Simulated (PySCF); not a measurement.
## NMR problem set

- coordinates at the GFN2-xTB level
- NMR shieldings at PBE0/pcSseg-1/GIAO
- code: PySCF 2.14.0 with density-fitted response routines
- single conformer, rapidly exchanging positions averaged, isolated molecule, relativity neglected

Chemical shifts δ = σref − σ; TMS for 1H and 13C, all at this level. Splittings of carbon signals by F and P are missing where no couplings were computed. Where no couplings were computed, multiplicities follow the n + 1 count of equivalent neighbours, and m marks all less simple cases (inequivalent or close neighbours, rings, F or P nearby). Shifts are as computed. Against solution values, carbons near 30 ppm lie about +3 ppm off and those near 130 ppm about +5 ppm. Of 1309 compounds with measured shifts, 239 miss one by over three times the rms of a fit or turn the order of signals round; such compounds aren't used in these exercises.

**Question.** C6H14O2Si. 1H NMR (500 MHz, computed): δ 12.25 (d, 1H), 5.07 (m, 1H), 1.39 (s, 9H), 0.37 (d, 3H). 13C{1H} NMR (computed): δ 255.1, 75.4, 32.5, -3.9. Identify the compound.

**Answer.** SMILES C[Si@H](C=O)OC(C)(C)C. The formula gives 1 degree of unsaturation (no ring in the answer). 4 carbon signals for 6 carbons: some carbons are equivalent by symmetry or fast rotation. Carbon types of the structure: 1 × C, 1 × CH, 4 × CH3, leaving 1 H on heteroatoms. δC 255.1: carbonyl carbon. δC 75.4: fully substituted sp3 carbon bonded to O; the inductive effect lowers its shielding. δC -3.9: methyl carbon bonded to Si; an electropositive neighbour leaves it electron-rich and shielded. δH 12.25: hydrogen on a carbonyl carbon.

The data come from this structure; uniqueness wasn't tested.

**Question.** C4H4F2O2. 1H NMR (400 MHz, computed): δ 10.33 (m, 1H), 5.91 (m, 1H), 4.52 (m, 1H), 3.27 (m, 1H). 13C{1H} NMR (computed): δ 211.3, 99.9, 86.1, 58.3. Identify the compound.

**Answer.** SMILES O=C[C@@H](F)[C@@H]1O[C@H]1F. The formula gives 2 degrees of unsaturation (1 ring in the answer). 4 carbon signals for 4 carbons: no two carbons are equivalent. Carbon types of the structure: 4 × CH, which accounts for all hydrogens. δC 211.3: aldehyde carbonyl carbon; the double bond to the heteroatom, with no lone-pair donor beside it, deshields it most. δC 99.9: sp3 CH bonded to F, α to a carbonyl; the inductive effect lowers its shielding. δC 86.1, 58.3: epoxide ring carbon. δH 10.33: hydrogen on an aldehyde carbonyl carbon; the C=O anisotropy and electron withdrawal place aldehyde protons far downfield.

The shifts were computed for this structure.
